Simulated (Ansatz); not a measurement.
The cluster Hf3Si. The state is a quintet with charge 0. Geometry B3LYP-D4/def2-SVP; atoms count from 1.

```xyz
4

Hf   -1.160    1.193   -0.234
Hf    1.321    0.406   -0.898
Hf    0.512   -0.226    1.584
Si   -0.674   -1.373   -0.452
```

In the def2 sets Hf takes a core potential; there is no spin–orbit coupling. The structure comes from a short search, and lower isomers may exist.

(1) Estimate the Mulliken populations from the PBE0/def2-TZVP orbitals of Ansatz.

(2) Where does the spin sit?

(3) And the Mayer bond orders between heavy atoms (over 0.3)?

## Answers

(1) 
```tsv
atom	charge (e)	spin (α − β)	d electrons
Hf1	0.11	1.17	2.43
Hf2	0.13	1.47	2.52
Hf3	0.11	1.17	2.43
Si4	-0.36	0.18	–
```
Mulliken values depend strongly on the basis.

(2) Summed by element: Hf 3.82, Si 0.18, of 4 unpaired in all. Largest on single atoms: Hf2 1.47, Hf3 1.17, Hf1 1.17.

(3) Hf1–Hf2 1.76 (2.69 Å); Hf1–Hf3 1.46 (2.85 Å); Hf1–Si4 1.19 (2.62 Å); Hf2–Hf3 1.76 (2.69 Å); Hf2–Si4 0.98 (2.71 Å); Hf3–Si4 1.19 (2.62 Å).
